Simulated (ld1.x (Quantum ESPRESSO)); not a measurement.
Reading a pseudo-wave (Sc)

Columns: radius, all-electron u(r) and pseudo u(r) of the 3d shell (level -3.25 eV) of scandium in the configuration [Ar] 3d1 4s2 4p0; PBEsol, scalar-relativistic, TM scheme, ld1.x (Quantum ESPRESSO) 7.5.

```csv
r (bohr),all-electron,pseudo
0.148,0.0585,0.0086
0.295,0.2219,0.0628
0.443,0.3976,0.1852
0.590,0.5369,0.3597
0.738,0.6328,0.5456
0.885,0.6870,0.6928
1.033,0.7093,0.7751
1.180,0.7087,0.7917
1.328,0.6929,0.7628
1.475,0.6680,0.7129
1.623,0.6374,0.6595
1.770,0.6044,0.6122
1.918,0.5704,0.5720
2.065,0.5371,0.5372
2.213,0.5047,0.5047
2.360,0.4741,0.4741
2.508,0.4452,0.4452
2.655,0.4181,0.4181
2.802,0.3927,0.3927
2.950,0.3685,0.3685
3.098,0.3457,0.3457
3.245,0.3244,0.3244
3.393,0.3041,0.3041
3.540,0.2850,0.2850
3.688,0.2669,0.2669
3.835,0.2499,0.2499
```

How many radial nodes do the two functions have?

The all-electron 3d function has n − l − 1 = 0; the pseudo-wave has 0.

At about which radius was the pseudo-wave matched?

2.25 bohr. The columns agree to 0.0005 from 2.06 bohr on; several derivatives are matched, so the curves merge somewhat inside the radius.

Where does each function peak?

Outermost all-electron maximum near 1.03 bohr, pseudo maximum near 1.18 bohr (to the table’s step).

Is the pseudo-wave norm-conserving?

Yes: the TM scheme keeps the norm inside the radius equal to the all-electron one, which fixes the energy derivative of the logarithmic derivative at the level.
